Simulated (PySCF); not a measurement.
PySCF job for C4H10OSi, SMILES OC[C@H]1CC[SiH2]1, PBE0-D3(BJ)/def2-SVP. Geometry: PBE0-D3(BJ)/def2-SVP. The structure was generated by enumeration; whether it is a known compound was not checked. One conformer was computed; it need not be the lowest.

```python
import numpy as np
from pyscf import gto, scf, dft, df
from pyscf.hessian import thermo

mol = gto.M(
    atom='''
    O     2.47408657    1.05110032   -0.43241083
    C     1.73089579   -0.11197899   -0.16698294
    C     0.33815548    0.17325126    0.34540057
    C    -0.65936266    0.86011035   -0.63158515
    C    -2.01025710    0.29380949   -0.12272903
    Si   -1.00755460   -1.15126964    0.58306016
    H     1.99914408    1.55635677   -1.10025294
    H     2.30219731   -0.67517671    0.58824128
    H     1.66659277   -0.76374431   -1.06400309
    H     0.40543477    0.77404697    1.27027191
    H    -0.47067771    0.49795911   -1.65878504
    H    -0.60023421    1.96199409   -0.65977747
    H    -2.79353453    0.14093278   -0.87758437
    H    -2.42182655    0.91724402    0.68702922
    H    -1.30444806   -1.69984480    1.94312171
    H    -0.86616496   -2.29194807   -0.37643765
    ''',
    basis='def2-SVP',
    charge=0,
    spin=0,
    max_memory=1600,
    verbose=3,
)
mf = dft.RKS(mol, xc='pbe0').density_fit(auxbasis='def2-universal-jkfit')
mf.disp = 'd3bj'
mf.grids.level = 3
mf.conv_tol = 1e-11
mf.max_cycle = 100
mf.kernel()

# [left out here: the lines that compute and print the analytic Hessian (its translational invariance restored by hand, since the grid's response is missing), thermochemistry and intensities]
```

Output:

```
[...]
      13   H                -0.10 -0.17  0.14    0.07  0.09 -0.05    0.06  0.01  0.02
      14   H                -0.04  0.00 -0.01   -0.03  0.01 -0.00   -0.01 -0.00 -0.01
      15   H                -0.03  0.00 -0.01   -0.03 -0.00 -0.00   -0.02 -0.00  0.00
Mode                                27                  28                  29
Irrep
Freq [cm^-1]                     1383.9191           1416.7743           1421.0635
Reduced mass [au]                   1.1945              1.2718              1.2105
Force const [Dyne/A]                1.3479              1.5041              1.4403
Char temp [K]                    1991.1515           2038.4228           2044.5940
Normal mode                   x     y     z       x     y     z       x     y     z
       0   O                -0.04 -0.00 -0.05    0.03 -0.01  0.01    0.02 -0.00  0.01
       1   C                -0.02 -0.04  0.06   -0.11 -0.01  0.01   -0.08 -0.01  0.00
       2   C                 0.06  0.01  0.02    0.05  0.01 -0.01    0.05 -0.00 -0.00
       3   C                -0.01  0.01  0.00   -0.00 -0.00  0.00   -0.01  0.01  0.01
       4   C                 0.01 -0.00 -0.00    0.05 -0.00 -0.01   -0.07  0.01  0.01
       5  Si                -0.00 -0.00  0.00   -0.00 -0.00 -0.00   -0.00 -0.00  0.00
       6   H                 0.34  0.38 -0.01   -0.17 -0.20  0.01   -0.10 -0.12  0.00
       7   H                -0.23 -0.30  0.04    0.39  0.22 -0.21    0.24  0.14 -0.13
       8   H                 0.48  0.28 -0.19    0.34  0.04 -0.05    0.28  0.04 -0.05
       9   H                -0.24  0.08 -0.01   -0.12  0.02 -0.01   -0.16  0.05 -0.02
      10   H                 0.02  0.01  0.01    0.03 -0.07  0.04    0.04  0.11 -0.02
      11   H                 0.01  0.01 -0.02   -0.03 -0.00  0.06    0.05  0.01 -0.13
      12   H                -0.04  0.03  0.04   -0.25  0.17  0.25    0.32 -0.23 -0.33
      13   H                -0.04  0.01 -0.03   -0.34 -0.03 -0.17    0.48  0.05  0.24
      14   H                 0.01  0.00  0.01   -0.00 -0.00 -0.00   -0.00 -0.01  0.00
      15   H                 0.00  0.00 -0.00    0.00  0.00  0.00    0.00  0.00  0.00
Mode                                30                  31                  32
Irrep
Freq [cm^-1]                     1464.0250           1483.0654           2213.1583
Reduced mass [au]                   1.0975              1.0887              1.0313
Force const [Dyne/A]                1.3860              1.4108              2.9761
Char temp [K]                    2106.4059           2133.8009           3184.2421
Normal mode                   x     y     z       x     y     z       x     y     z
       0   O                 0.00 -0.00 -0.00    0.00 -0.01 -0.00    0.00 -0.00 -0.00
       1   C                 0.01 -0.02 -0.00    0.01 -0.08 -0.00   -0.00 -0.00  0.00
       2   C                -0.01 -0.00  0.00    0.01 -0.00  0.00   -0.00 -0.00  0.00
       3   C                -0.02 -0.05  0.06   -0.00  0.02 -0.02    0.00  0.00  0.00
       4   C                 0.02 -0.00  0.00   -0.00  0.00 -0.00    0.00 -0.00  0.00
       5  Si                 0.00  0.00 -0.00   -0.00 -0.00 -0.00    0.00  0.03  0.00
       6   H                -0.01 -0.01  0.00    0.01 -0.00 -0.00   -0.00 -0.00  0.00
       7   H                 0.01  0.13  0.10    0.03  0.52  0.40    0.00  0.00 -0.00
       8   H                -0.07  0.13 -0.09   -0.24  0.48 -0.37    0.00  0.00  0.00
       9   H                 0.02 -0.01  0.00   -0.06  0.02 -0.01    0.00  0.01 -0.00
      10   H                 0.08  0.62 -0.18    0.00 -0.16  0.05   -0.00  0.00  0.00
      11   H                 0.13 -0.05 -0.61   -0.04  0.02  0.15    0.00 -0.00 -0.01
      12   H                -0.07  0.06  0.08    0.02 -0.01 -0.02    0.00  0.00  0.00
      13   H                -0.11 -0.01 -0.05    0.02  0.00  0.01   -0.00  0.00 -0.00
      14   H                 0.00 -0.01 -0.01    0.00  0.00  0.00   -0.11 -0.18  0.49
      15   H                -0.00  0.00  0.01    0.00 -0.00 -0.00    0.08 -0.63 -0.54
Mode                                33                  34                  35
Irrep
Freq [cm^-1]                     2221.7198           2986.1044           3036.1218
Reduced mass [au]                   1.0513              1.0724              1.0606
Force const [Dyne/A]                3.0575              5.6338              5.7601
Char temp [K]                    3196.5602           4296.3394           4368.3033
Normal mode                   x     y     z       x     y     z       x     y     z
       0   O                -0.00 -0.00 -0.00   -0.00 -0.00  0.00    0.00  0.00  0.00
       1   C                -0.00 -0.00 -0.00    0.01 -0.05 -0.05   -0.00 -0.00  0.00
       2   C                 0.00  0.00  0.00   -0.00  0.00  0.00   -0.00 -0.00 -0.00
       3   C                -0.00 -0.00 -0.00   -0.00  0.00  0.00   -0.01 -0.03  0.06
       4   C                -0.00  0.00  0.00    0.00  0.00  0.00   -0.00 -0.00 -0.00
       5  Si                -0.01  0.00  0.04    0.00 -0.00 -0.00    0.00  0.00  0.00
       6   H                 0.00  0.00  0.00   -0.00 -0.00  0.00    0.00  0.00 -0.00
       7   H                -0.00 -0.00  0.00   -0.10  0.10 -0.15    0.00 -0.00  0.00
       8   H                 0.00  0.00  0.00    0.05  0.53  0.77    0.00 -0.00 -0.00
       9   H                -0.00  0.01  0.00   -0.01 -0.04 -0.06    0.00  0.03  0.05
      10   H                 0.00  0.00 -0.00    0.01 -0.01 -0.01    0.13 -0.26 -0.71
      11   H                -0.00 -0.00  0.00   -0.00  0.00  0.00    0.03  0.59  0.01
      12   H                 0.00 -0.00  0.00   -0.00 -0.00 -0.00    0.02  0.00  0.02
      13   H                -0.00  0.00  0.00   -0.00  0.00  0.00   -0.00  0.00  0.00
      14   H                 0.16  0.30 -0.75    0.00  0.00  0.00   -0.00 -0.00  0.00
      15   H                 0.05 -0.40 -0.33   -0.00  0.00  0.00    0.00 -0.00 -0.00
Mode                                36                  37                  38
Irrep
Freq [cm^-1]                     3067.3692           3088.4390           3099.5122
Reduced mass [au]                   1.0845              1.0762              1.0927
Force const [Dyne/A]                6.0119              6.0480              6.1852
Char temp [K]                    4413.2614           4443.5762           4459.5080
Normal mode                   x     y     z       x     y     z       x     y     z
       0   O                -0.00  0.00  0.00   -0.00  0.00  0.00   -0.00  0.00 -0.00
       1   C                 0.00 -0.01  0.00    0.00 -0.00  0.00    0.01 -0.01  0.01
       2   C                -0.00 -0.04 -0.06   -0.00 -0.01 -0.01   -0.00 -0.01 -0.01
       3   C                 0.00  0.02  0.01    0.00 -0.04 -0.02    0.00 -0.06 -0.03
       4   C                -0.00 -0.00 -0.00   -0.04  0.03  0.02    0.03 -0.02 -0.01
       5  Si                 0.00 -0.00 -0.00    0.00 -0.00  0.00   -0.00  0.00 -0.00
       6   H                 0.00 -0.00  0.00    0.00 -0.00 -0.00    0.00 -0.00  0.00
       7   H                -0.06  0.06 -0.09   -0.02  0.02 -0.03   -0.08  0.08 -0.11
       8   H                 0.00  0.02  0.03   -0.00  0.00  0.00   -0.00 -0.01 -0.01
       9   H                 0.06  0.50  0.77    0.01  0.06  0.10    0.01  0.09  0.14
      10   H                 0.02 -0.03 -0.08   -0.05  0.10  0.30   -0.08  0.15  0.43
      11   H                -0.01 -0.21  0.00    0.02  0.39 -0.01    0.03  0.60 -0.01
      12   H                 0.01  0.00  0.01    0.26  0.06  0.27   -0.22 -0.05 -0.22
      13   H                -0.00 -0.00 -0.00    0.25 -0.40 -0.53   -0.16  0.25  0.32
      14   H                -0.00 -0.00  0.00   -0.00  0.00 -0.00   -0.00 -0.00  0.00
      15   H                 0.00  0.00  0.00    0.00 -0.00 -0.00   -0.00  0.00  0.00
Mode                                39                  40                  41
Irrep
Freq [cm^-1]                     3109.1188           3168.6264           3880.6282
Reduced mass [au]                   1.0953              1.1050              1.0664
Force const [Dyne/A]                6.2381              6.5367              9.4619
Char temp [K]                    4473.3298           4558.9479           5583.3599
Normal mode                   x     y     z       x     y     z       x     y     z
       0   O                -0.00  0.00 -0.00   -0.00 -0.00  0.00   -0.03  0.03 -0.04
       1   C                 0.04 -0.03  0.07    0.00 -0.00 -0.00   -0.00  0.00 -0.00
       2   C                 0.00  0.01  0.01    0.00 -0.00 -0.00   -0.00 -0.00  0.00
       3   C                -0.00  0.01  0.01    0.00 -0.00 -0.00    0.00  0.00  0.00
       4   C                -0.00  0.00  0.00   -0.03 -0.03 -0.08   -0.00  0.00 -0.00
       5  Si                 0.00 -0.00  0.00    0.00 -0.00 -0.00    0.00 -0.00  0.00
       6   H                 0.01 -0.00  0.01    0.00 -0.00  0.00    0.47 -0.52  0.67
       7   H                -0.48  0.46 -0.63   -0.00  0.00 -0.00    0.01 -0.00  0.01
       8   H                -0.00 -0.11 -0.15   -0.00  0.00  0.00   -0.00 -0.00  0.00
       9   H                -0.01 -0.08 -0.12    0.00  0.00  0.00    0.00  0.00 -0.00
      10   H                 0.01 -0.02 -0.07   -0.01  0.02  0.06    0.00 -0.00 -0.00
      11   H                -0.00 -0.09  0.00    0.00  0.03 -0.00   -0.00  0.00  0.00
      12   H                 0.02  0.01  0.02    0.58  0.11  0.57   -0.00  0.00 -0.00
      13   H                 0.02 -0.02 -0.03   -0.18  0.27  0.34    0.00 -0.00 -0.00
      14   H                 0.00  0.00 -0.00    0.00 -0.00  0.00   -0.00 -0.00  0.00
      15   H                -0.00 -0.00 -0.00   -0.00  0.00  0.00   -0.00 -0.00 -0.00
temperature 298.1500 [K]
pressure 101325.00 [Pa]
Rotational constants [GHz] 5.69980 1.76987 1.45029
Symmetry number 1
Zero-point energy (ZPE) 0.13294 [Eh]   349031.035 [J/mol]
                           tot       elec      trans        rot        vib
Entropy [J/mol/K]       350.008      0.000    166.452    115.008     68.548
Cv [J/mol/K]            116.548      0.000     12.472     12.472     91.605
Cp [J/mol/K]            124.863      0.000     20.786     12.472     91.605
Internal energy [J/mol]                      3718.434   3718.434 361097.750
Internal energy [Eh]   -522.34589  -522.48626
Enthalpy [J/mol]                             6197.391   3718.434 361097.750
Enthalpy [Eh]          -522.34495
Gibbs free energy [J/mol]                  -43430.409 -30571.170 340660.277
Gibbs free energy [Eh] -522.38469
mode   freq/cm-1   IR/(km/mol)
   1      106.60         1.454
   2      128.05         2.474
   3      177.43         0.416
   4      286.60        78.646
   5      359.98        49.800
   6      379.14         6.584
   7      431.09         2.817
   8      538.32        18.081
   9      573.43         6.917
  10      692.05         1.474
  11      730.12        36.943
  12      767.77        26.912
  13      808.62        97.637
  14      862.85        18.008
  15      906.91        26.479
  16      947.61       102.036
  17      968.36        10.994
  18      983.65         6.361
  19     1045.42         8.181
  20     1099.77       102.877
  21     1126.95         7.187
  22     1142.20        46.435
  23     1179.24        13.263
  24     1225.63         1.020
  25     1243.71         5.578
  26     1277.11         3.294
  27     1325.16         4.478
  28     1383.92         6.432
  29     1416.77        63.893
  30     1421.06        24.712
  31     1464.02         1.542
  32     1483.07         2.507
  33     2213.16       118.601
  34     2221.72       135.771
  35     2986.10        52.944
  36     3036.12        31.841
  37     3067.37         5.945
  38     3088.44         7.337
  39     3099.51        28.461
  40     3109.12        25.995
  41     3168.63         6.919
  42     3880.63        25.722
max |gradient| / (hartree/bohr): 3.4657001447719335e-05
APT charges: [-0.6574  0.5626 -0.268   0.0294 -0.2344  1.0275  0.2653 -0.0352 -0.0788
 -0.0165 -0.0247 -0.0422  0.0028  0.0032 -0.275  -0.2588]
```

Self-consistency was reached.

Cost: roughly 6 core-minutes.
